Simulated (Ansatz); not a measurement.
Basis sets compared for cyclo-(H2GeS)2 (Ge2H4S2). Charge 0, multiplicity 1. Geometry PBE0-D4/def2-SVP. Ansatz on 2 threads of AMD EPYC 7R13 on a shared host; times are rough, and most runs start from earlier orbitals.

```xyz
8

Ge    0.6067   -1.1185   -0.7620
H    -0.1385   -1.9524   -1.8174
H     2.0602   -1.5935   -0.5993
S    -0.4854   -1.0790    1.1972
Ge   -0.6065    1.1185    0.7622
H    -2.0605    1.5912    0.5971
H     0.1359    1.9542    1.8181
S     0.4881    1.0795   -1.1957
```

Binding counts from free atoms (Ge triplet, H doublet, S triplet) in the same basis, without a counterpoise term.

| level | functions | energy (Eh) | HOMO (eV) | LUMO (eV) | binding per atom (eV) | wall time |
| --- | --- | --- | --- | --- | --- | --- |
| HF/STO-3G | 58 | -4892.3139 | -6.85 | 8.75 | 3.11 | 0.45 s |
| HF/def2-TZVP | 194 | -4948.2447 | -10.12 | 2.15 | 2.04 | 3.9 s |
| PBE-D4/def2-SVP | 120 | -4951.1381 | -6.07 | -1.78 | 2.93 | 1.5 s |
| PBE-D4/def2-TZVP (with forces) | 194 | -4951.9443 | -6.16 | -2.06 | 2.94 | 3.1 s |
| r2SCAN-D4/def2-TZVP | 194 | -4952.8437 | -6.44 | -1.85 | 2.96 | 6 s |
| PBE0-D4/def2-SVP | 120 | -4951.3194 | -7.31 | -1.00 | 2.90 | 2.5 s |
| PBE0-D4/def2-TZVP | 194 | -4952.1211 | -7.35 | -1.16 | 2.92 | 4.7 s |

Estimate the rows for PBE-D4/def2-TZVPD, r2SCAN-D4/def2-TZVPD, PBE0-D4/def2-TZVPD.


| level | functions | energy (Eh) | HOMO (eV) | LUMO (eV) | binding per atom (eV) | wall time |
| --- | --- | --- | --- | --- | --- | --- |
| PBE-D4/def2-TZVPD | 236 | -4951.9462 | -6.19 | -2.18 | 2.94 | 4 s |
| r2SCAN-D4/def2-TZVPD | 236 | -4952.8454 | -6.45 | -1.91 | 2.96 | 8.5 s |
| PBE0-D4/def2-TZVPD | 236 | -4952.1230 | -7.37 | -1.32 | 2.92 | 8 s |
